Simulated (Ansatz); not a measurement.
Ansatz (a program for electronic structure) job for H4O3SSn, SMILES [OH][Sn]([OH])([OH])[SH], PBE0-D3(BJ)/def2-SVP. 

Ansatz 0.2 input:
```yaml
crystal:
  periodic: [false, false, false]
  atoms:
    - {symbol: O, position_ang: [-0.62007735, 1.38068062, -1.49097460]}
    - {symbol: Sn, position_ang: [-0.20943327, 0.03053380, -0.07606705]}
    - {symbol: O, position_ang: [-1.55962359, 0.48597587, 1.33551327]}
    - {symbol: O, position_ang: [-0.43882051, -1.77224107, -0.91342763]}
    - {symbol: S, position_ang: [2.04834559, -0.09045897, 0.79632319]}
    - {symbol: H, position_ang: [-1.12737563, 2.10628899, -1.07387941]}
    - {symbol: H, position_ang: [-1.31382286, 0.03351820, 2.16692295]}
    - {symbol: H, position_ang: [-1.12280829, -1.70349025, -1.60963413]}
    - {symbol: H, position_ang: [2.21031256, -1.27098661, 0.12988329]}
basis:
  gaussian:
    orbitals: def2-SVP
hamiltonian:
  xc: pbe0
  dispersion: d3bj
relax: {f_tol: 0.002, max_steps: 200}
```

Program output:

```
WARN ansatz: RAYON_NUM_THREADS=1 ignored (pool sized by the plan → 1); use --threads N
Functional definition: PBE0
integrals: 0.06 GiB planned
1176 factors; integrals over basis functions are off by at most 2.3e-4 eV
mean field: 0.52 GiB planned
mean field evaluation 1: about -22844.0708 eV, gradient 8.1e1 eV
mean field evaluation 2: about -22812.9195 eV, gradient 1.5e2 eV
mean field evaluation 4: about -22856.1484 eV, gradient 5.1e0 eV
mean field evaluation 8: about -22856.2198 eV, gradient 1.7e-1 eV
mean field evaluation 16: about -22856.2199 eV, gradient 2.9e-5 eV
mean field -22856.21986037 eV, -839.9505873665 hartree, gradient 2.9e-5 eV, S^2 0.000000; 0 other end points of the search recorded, 0 dependent functions left out
the calculation of the forces begins
reference -22856.21988903 eV, -839.9505884194 hartree; 33, 33 occupied and 73, 73 virtual orbitals, 1176 factors
relax step   1: F+E_penalty+E_count = -22856.39584695 eV  Δ(F+E_penalty+E_count) = +0.000e0 eV  max|allowed force component| = 7.341e-1 eV/Å  Δτ_max = 0.0000 Å  (27 SCF iters, accepted)
these checks for a lower state are left out or cut short: starts, cluster_reference, orbital_swaps, neighbouring_geometries, increment
integrals: 0.06 GiB planned
1176 factors; integrals over basis functions are off by at most 2.2e-4 eV
mean field: 0.52 GiB planned
mean field -22856.26437477 eV, -839.9522232405 hartree, gradient 2.4e-5 eV, S^2 0.000000; 0 other end points of the search recorded, 0 dependent functions left out
the calculation of the forces begins
reference -22856.26440346 eV, -839.9522242949 hartree; 33, 33 occupied and 73, 73 virtual orbitals, 1176 factors
relax step   2: F+E_penalty+E_count = -22856.44262110 eV  Δ(F+E_penalty+E_count) = -4.677e-2 eV  max|allowed force component| = 2.313e-1 eV/Å  Δτ_max = 0.0426 Å  (28 SCF iters, accepted)
these checks for a lower state are left out or cut short: starts, cluster_reference, orbital_swaps, neighbouring_geometries, increment
integrals: 0.06 GiB planned
1176 factors; integrals over basis functions are off by at most 2.2e-4 eV
mean field: 0.51 GiB planned
mean field -22856.26982878 eV, -839.9524236714 hartree, gradient 7.6e-6 eV, S^2 0.000000; 0 other end points of the search recorded, 0 dependent functions left out
the calculation of the forces begins
reference -22856.26985745 eV, -839.9524247253 hartree; 33, 33 occupied and 73, 73 virtual orbitals, 1176 factors
relax step   3: F+E_penalty+E_count = -22856.44761961 eV  Δ(F+E_penalty+E_count) = -4.999e-3 eV  max|allowed force component| = 5.946e-2 eV/Å  Δτ_max = 0.0184 Å  (29 SCF iters, accepted)
these checks for a lower state are left out or cut short: starts, cluster_reference, orbital_swaps, neighbouring_geometries, increment
integrals: 0.06 GiB planned
1176 factors; integrals over basis functions are off by at most 2.3e-4 eV
mean field: 0.51 GiB planned
mean field evaluation 32: about -22856.2681 eV, gradient 4.6e-3 eV
mean field -22856.27040934 eV, -839.9524450067 hartree, gradient 1.9e-5 eV, S^2 0.000000; 0 other end points of the search recorded, 0 dependent functions left out
the calculation of the forces begins
reference -22856.27043814 eV, -839.9524460650 hartree; 33, 33 occupied and 73, 73 virtual orbitals, 1176 factors
relax step   4: F+E_penalty+E_count = -22856.44768814 eV  Δ(F+E_penalty+E_count) = -6.853e-5 eV  max|allowed force component| = 5.334e-2 eV/Å  Δτ_max = 0.0419 Å  (28 SCF iters, accepted)
these checks for a lower state are left out or cut short: starts, cluster_reference, orbital_swaps, neighbouring_geometries, increment
integrals: 0.06 GiB planned
1176 factors; integrals over basis functions are off by at most 2.3e-4 eV
mean field: 0.51 GiB planned
mean field -22856.27120350 eV, -839.9524741917 hartree, gradient 6.8e-6 eV, S^2 0.000000; 0 other end points of the search recorded, 0 dependent functions left out
the calculation of the forces begins
reference -22856.27123225 eV, -839.9524752481 hartree; 33, 33 occupied and 73, 73 virtual orbitals, 1176 factors
relax step   5: F+E_penalty+E_count = -22856.44870915 eV  Δ(F+E_penalty+E_count) = -1.021e-3 eV  max|allowed force component| = 7.748e-3 eV/Å  Δτ_max = 0.0259 Å  (28 SCF iters, accepted)
these checks for a lower state are left out or cut short: starts, cluster_reference, orbital_swaps, neighbouring_geometries, increment
integrals: 0.06 GiB planned
1176 factors; integrals over basis functions are off by at most 2.3e-4 eV
mean field: 0.52 GiB planned
mean field -22856.27121527 eV, -839.9524746241 hartree, gradient 9.0e-6 eV, S^2 0.000000; 0 other end points of the search recorded, 0 dependent functions left out
the calculation of the forces begins
reference -22856.27124401 eV, -839.9524756805 hartree; 33, 33 occupied and 73, 73 virtual orbitals, 1176 factors
relax step   6: F+E_penalty+E_count = -22856.44873756 eV  Δ(F+E_penalty+E_count) = -2.841e-5 eV  max|allowed force component| = 3.148e-3 eV/Å  Δτ_max = 0.0042 Å  (23 SCF iters, accepted)
these checks for a lower state are left out or cut short: starts, cluster_reference, orbital_swaps, neighbouring_geometries, increment
integrals: 0.06 GiB planned
1176 factors; integrals over basis functions are off by at most 2.3e-4 eV
mean field: 0.52 GiB planned
mean field -22856.27120658 eV, -839.9524743049 hartree, gradient 6.3e-5 eV, S^2 0.000000; 0 other end points of the search recorded, 0 dependent functions left out
the calculation of the forces begins
reference -22856.27123532 eV, -839.9524753611 hartree; 33, 33 occupied and 73, 73 virtual orbitals, 1176 factors
relax step   7: F+E_penalty+E_count = -22856.44874105 eV  Δ(F+E_penalty+E_count) = -3.493e-6 eV  max|allowed force component| = 3.110e-3 eV/Å  Δτ_max = 0.0031 Å  (21 SCF iters, accepted)
these checks for a lower state are left out or cut short: starts, cluster_reference, orbital_swaps, neighbouring_geometries, increment
integrals: 0.06 GiB planned
1176 factors; integrals over basis functions are off by at most 2.3e-4 eV
mean field: 0.52 GiB planned
mean field -22856.27120748 eV, -839.9524743380 hartree, gradient 2.3e-5 eV, S^2 0.000000; 0 other end points of the search recorded, 0 dependent functions left out
the calculation of the forces begins
reference -22856.27123623 eV, -839.9524753942 hartree; 33, 33 occupied and 73, 73 virtual orbitals, 1176 factors
relax step   8: F+E_penalty+E_count = -22856.44874181 eV  Δ(F+E_penalty+E_count) = -7.572e-7 eV  max|allowed force component| = 3.120e-4 eV/Å  Δτ_max = 0.0008 Å  (19 SCF iters, accepted)
integrals: 0.06 GiB planned
1176 factors; integrals over basis functions are off by at most 2.3e-4 eV
mean field: 0.52 GiB planned
mean field evaluation 64: about -22856.2103 eV, gradient 4.7e0 eV
mean field -22856.27120748 eV, -839.9524743380 hartree, gradient 2.3e-5 eV, S^2 0.000000; 1 other end points of the search recorded, 0 dependent functions left out
the calculation of the forces begins
reference -22856.27123623 eV, -839.9524753942 hartree; 33, 33 occupied and 73, 73 virtual orbitals, 1176 factors
Total energy: -22856.44877055 eV, -839.9589996604 hartree
Atom 0 at    -0.597595     1.370621    -1.457082 Å, force     0.000022    -0.000175     0.000254 eV/Å
Atom 1 at    -0.204343     0.028965    -0.072605 Å, force    -0.000312     0.000217    -0.000227 eV/Å
Atom 2 at    -1.524894     0.474168     1.325313 Å, force     0.000051    -0.000115     0.000029 eV/Å
Atom 3 at    -0.467915    -1.744168    -0.891074 Å, force     0.000089     0.000154    -0.000005 eV/Å
Atom 4 at     2.029363    -0.083565     0.774738 Å, force     0.000043     0.000201     0.000157 eV/Å
Atom 5 at    -1.127016     2.090060    -1.089724 Å, force    -0.000000    -0.000089    -0.000003 eV/Å
Atom 6 at    -1.336931     0.023152     2.157411 Å, force     0.000099     0.000099    -0.000171 eV/Å
Atom 7 at    -1.113500    -1.702085    -1.607954 Å, force    -0.000010     0.000004     0.000026 eV/Å
Atom 8 at     2.209527    -1.257327     0.125638 Å, force     0.000019    -0.000296    -0.000060 eV/Å
Dipole moment:    -0.101864    -0.061119     0.131841 e Å
```

The calculation finished and met its thresholds.
